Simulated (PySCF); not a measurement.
C3H8OSi2, SMILES [SiH3][C@H]1OC=C[SiH2]1. Atoms are numbered in the order given.

```xyz
14

Si     2.0630     0.3056    -0.2753
C      0.3442    -0.4687    -0.5585
O      0.0458    -1.3066     0.6096
C     -1.0629    -0.9109     1.2792
C     -1.8392     0.1268     0.8702
Si    -1.0950     0.8183    -0.6827
H      2.4200     1.1305    -1.4834
H      2.0007     1.1928     0.9359
H      3.1091    -0.7541    -0.0660
H      0.3766    -1.1409    -1.4423
H     -1.2318    -1.5390     2.1708
H     -2.7365     0.4101     1.4351
H     -0.5982     2.2411    -0.6147
H     -1.9104     0.6944    -1.9453
```
Charge 0, spin multiplicity 1.

Coordinates come from a PBE-D3(BJ)/def2-SVP optimisation. The structure was generated by enumeration; whether it is a known compound was not checked. Other conformers were not sampled.

All values below come from PBE-D3(BJ)/def2-SVP in PySCF 2.14.0.

Frequencies are harmonic and unscaled.

```
mode  ν (cm⁻¹)  IR (km/mol)  moving atoms (share of kinetic energy)
----  --------  -----------  --------------------------------------
1           68          0.2         C 39 %, Si 23 %, H 21 %, O 17 %
2          148          0.0         Si 48 %, H 26 %, C 15 %, O 11 %
3          169          0.0                                  H 95 %
4          241          1.4         Si 28 %, H 27 %, C 27 %, O 18 %
5          396         15.9                  H 36 %, C 34 %, O 22 %
6          446          7.2         Si 32 %, C 31 %, H 26 %, O 12 %
7          503          5.9          Si 41 %, H 36 %, C 15 %, O 8 %
8          535          2.8                                  H 91 %
9          601         32.5                 H 64 %, Si 16 %, C 14 %
10         625         18.5                  H 72 %, C 16 %, Si 9 %
11         664         18.7         C 42 %, Si 22 %, H 21 %, O 16 %
12         715         59.3                          H 77 %, C 16 %
13         719         37.3                          H 80 %, C 16 %
14         737         16.5                 H 46 %, C 43 %, Si 10 %
15         796         21.0                 C 55 %, H 32 %, Si 12 %
16         856         29.4          H 41 %, C 40 %, Si 11 %, O 9 %
17         870         50.9                  C 42 %, H 30 %, O 27 %
18         880        168.8                         H 77 %, Si 10 %
19         903         51.0                                  H 96 %
20         919         30.2                           H 87 %, C 9 %
21         923         13.0                          H 76 %, C 23 %
22         954        100.2                                  H 96 %
23         993         92.7                          H 67 %, C 24 %
24        1017          2.5                  H 56 %, C 28 %, O 15 %
25        1163         48.6                  H 61 %, C 29 %, O 10 %
26        1245         45.0                   H 68 %, O 22 %, C 9 %
27        1291          9.0                          H 58 %, C 39 %
28        1578        170.8                           C 89 %, H 8 %
29        2134        108.3                                  H 96 %
30        2141        115.0                                  H 98 %
31        2160         83.1                                  H 98 %
32        2174         95.7                                  H 96 %
33        2182         87.0                                  H 96 %
34        3009          2.9                                  H 92 %
35        3109          8.9                           H 92 %, C 8 %
36        3172          1.0                           H 91 %, C 9 %
```
